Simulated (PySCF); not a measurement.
C$_{3}$H$_{9}$B, triplet, geometry from GFN2-xTB (a higher spin typed on purpose: for a closed-shell molecule this is an excited state); CAMB3LYP/6-31G* (PySCF).

The PySCF input:
```python
from pyscf import gto, scf, dft

mol = gto.M(
    atom='''
B     0.05650358    0.39417268    0.34215853
C     1.41954857   -0.13518450   -0.48372115
H     1.23896787   -1.03247355   -1.07187377
H     2.08937162   -0.36474791    0.33933365
H     1.85126810    0.63004949   -1.11693327
C    -0.56583753   -0.64972355    1.37286759
H    -0.79811715   -1.61888125    0.91410609
H    -1.49285218   -0.28887489    1.82201511
H     0.10206547   -0.85538698    2.21126460
C    -0.85670585    0.67333727   -1.03925510
H    -1.79304235    1.01427906   -0.60819344
H    -1.02816575   -0.22719148   -1.62518173
H    -0.43404466    1.44178876   -1.67467795
''',
    basis='6-31g*',
    spin=2,
    verbose=4,
)

mf = dft.UKS(mol)
mf.xc = 'camb3lyp'
mf.kernel()
```

What the program printed (banner, timings and long lists left out):

```
PySCF version 2.14.0

[INPUT] verbose = 4
[INPUT] num. atoms = 13
[INPUT] num. electrons = 32
[INPUT] charge = 0
[INPUT] spin (= nelec alpha-beta = 2S) = 2
[INPUT] symmetry False subgroup None
[INPUT] Mole.unit = angstrom
[INPUT] Symbol           X                Y                Z      unit          X                Y                Z       unit  Magmom
[INPUT]  1 B      0.056503580000   0.394172680000   0.342158530000 AA    0.106776291257   0.744878410986   0.646585912884 Bohr   0.0
[INPUT]  2 C      1.419548570000  -0.135184500000  -0.483721150000 AA    2.682558017818  -0.255461681286  -0.914100494160 Bohr   0.0
[INPUT]  3 H      1.238967870000  -1.032473550000  -1.071873770000 AA    2.341309951436  -1.951092240357  -2.025547865405 Bohr   0.0
[INPUT]  4 H      2.089371620000  -0.364747910000   0.339333650000 AA    3.948340134239  -0.689273654408   0.641247663349 Bohr   0.0
[INPUT]  5 H      1.851268100000   0.630049490000  -1.116933270000 AA    3.498389692144   1.190620981022  -2.110697979715 Bohr   0.0
[INPUT]  6 C     -0.565837530000  -0.649723550000   1.372867590000 AA   -1.069277962700  -1.227799566180   2.594343750392 Bohr   0.0
[INPUT]  7 H     -0.798117150000  -1.618881250000   0.914106090000 AA   -1.508222828818  -3.059242190694   1.727410158897 Bohr   0.0
[INPUT]  8 H     -1.492852180000  -0.288874890000   1.822015110000 AA   -2.821081764660  -0.545894426364   3.443109552719 Bohr   0.0
[INPUT]  9 H      0.102065470000  -0.855386980000   2.211264600000 AA    0.192875785075  -1.616447122719   4.178684482946 Bohr   0.0
[INPUT] 10 C     -0.856705850000   0.673337270000  -1.039255100000 AA   -1.618939425813   1.272423029762  -1.963907512557 Bohr   0.0
[INPUT] 11 H     -1.793042350000   1.014279060000  -0.608193440000 AA   -3.388358971247   1.916709637281  -1.149319032357 Bohr   0.0
[INPUT] 12 H     -1.028165750000  -0.227191480000  -1.625181730000 AA   -1.942951678158  -0.429329675035  -3.071148372347 Bohr   0.0
[INPUT] 13 H     -0.434044660000   1.441788760000  -1.674677950000 AA   -0.820225533230   2.724585885876  -3.164682672348 Bohr   0.0

nuclear repulsion = 112.372945783152
number of shells = 42
number of NR pGTOs = 144
number of NR cGTOs = 74
basis = 6-31g*
ecp = {}

******** <class 'pyscf.dft.uks.UKS'> ********
method = UKS
initial guess = minao
damping factor = 0
level_shift factor = 0
DIIS = <class 'pyscf.scf.diis.CDIIS'>
diis_start_cycle = 1
diis_space = 8
diis_damp = 0
SCF conv_tol = 1e-09
SCF conv_tol_grad = None
SCF max_cycles = 50
direct_scf = True
direct_scf_tol = 1e-13
number electrons alpha = 17  beta = 15
XC library pyscf.dft.libxc version 7.1.2
    S. Lehtola, C. Steigemann, M. J. T. Oliveira, and M. A. L. Marques,  SoftwareX 7, 1–5 (2018)
XC functionals = camb3lyp
    T. Yanai, D. P. Tew, and N. C. Handy,  Chem. Phys. Lett. 393, 51 (2004)
radial grids:
    Treutler-Ahlrichs [JCP 102, 346 (1995); DOI:10.1063/1.469408] (M4) radial grids

becke partition: Becke, JCP 88, 2547 (1988); DOI:10.1063/1.454033
pruning grids: <function nwchem_prune>
grids dens level: 3
symmetrized grids: False
atomic radii adjust function: <function treutler_atomic_radii_adjust>
small_rho_cutoff = 0
Set gradient conv threshold to 3.16228e-05
tot grids = 144672
init E= -144.492696868945

cycle= 1 E= -144.282924464044  delta_E= 0.21  |g|= 0.236  |ddm|= 2.07
cycle= 2 E= -144.303913414202  delta_E= -0.021  |g|= 0.178  |ddm|= 0.412
cycle= 3 E= -144.321161308715  delta_E= -0.0172  |g|= 0.0205  |ddm|= 0.182
cycle= 4 E= -144.321655498432  delta_E= -0.000494  |g|= 0.0069  |ddm|= 0.0538
cycle= 5 E= -144.321700703302  delta_E= -4.52e-05  |g|= 0.00278  |ddm|= 0.0112
cycle= 6 E= -144.321710485787  delta_E= -9.78e-06  |g|= 0.00082  |ddm|= 0.0079
cycle= 7 E= -144.321711429493  delta_E= -9.44e-07  |g|= 0.000301  |ddm|= 0.00248
cycle= 8 E= -144.321711575488  delta_E= -1.46e-07  |g|= 9.87e-05  |ddm|= 0.000785
cycle= 9 E= -144.321711592451  delta_E= -1.7e-08  |g|= 3.21e-05  |ddm|= 0.000256
cycle= 10 E= -144.32171159467  delta_E= -2.22e-09  |g|= 8.66e-06  |ddm|= 9.14e-05
cycle= 11 E= -144.321711594865  delta_E= -1.96e-10  |g|= 2.12e-06  |ddm|= 3.68e-05
Extra cycle  E= -144.321711594873  delta_E= -7.39e-12  |g|= 9.29e-07  |ddm|= 6.14e-06
converged SCF energy = -144.321711594873  <S^2> = 2.0039885  2S+1 = 3.0026578
```
